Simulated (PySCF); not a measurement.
# Electron correlation in Tb⁴⁰⁺ (terbium, charge +40)

Starting occupation: [Ar] 3d7, 3d3/2 with m_j = -3/2, -1/2, +1/2, +3/2, 3d5/2 with m_j = +1/2, +3/2, +5/2. Calculation: PySCF 2.14, in an uncontracted even-tempered set (16 s from 8.5 bohr⁻², ratio 2.8; 12 p from 11 bohr⁻², ratio 2.8; 8 d from 11 bohr⁻², ratio 2.8; 3 f from 40 bohr⁻², ratio 3); X2C-1e with screened-nucleus spin-orbit coupling, Gaussian nucleus. Frozen: [Ne]; 15 electrons correlated; the 74 highest virtual spinors left out.

MP2 pair energies summed by pair of shells (mhartree):

```json
{"pair": "3d3/2-3d5/2", "energy": "-91.46", "share (%)": "17.9"}
{"pair": "3d3/2-3p3/2", "energy": "-83.70", "share (%)": "16.4"}
{"pair": "3d5/2-3p3/2", "energy": "-79.72", "share (%)": "15.6"}
{"pair": "3d3/2-3d3/2", "energy": "-54.83", "share (%)": "10.7"}
{"pair": "3p3/2-3p3/2", "energy": "-37.91", "share (%)": "7.4"}
{"pair": "3p1/2-3p3/2", "energy": "-26.95", "share (%)": "5.3"}
{"pair": "3d3/2-3p1/2", "energy": "-23.43", "share (%)": "4.6"}
{"pair": "3p3/2-3s1/2", "energy": "-21.56", "share (%)": "4.2"}
{"pair": "3d5/2-3d5/2", "energy": "-19.86", "share (%)": "3.9"}
{"pair": "3d3/2-3s1/2", "energy": "-19.69", "share (%)": "3.9"}
{"pair": "3d5/2-3p1/2", "energy": "-17.64", "share (%)": "3.5"}
{"pair": "3d5/2-3s1/2", "energy": "-13.78", "share (%)": "2.7"}
{"pair": "3p1/2-3s1/2", "energy": "-9.91", "share (%)": "1.9"}
{"pair": "3p1/2-3p1/2", "energy": "-6.25", "share (%)": "1.2"}
{"pair": "3s1/2-3s1/2", "energy": "-4.59", "share (%)": "0.9"}
```

Total MP2 correlation energy: -511.27 mhartree.

At this charge the one-electron X2C treatment keeps the bare 1/r₁₂, with no two-electron picture change or Breit term. The effect here is smaller than on the frozen 1s shell.
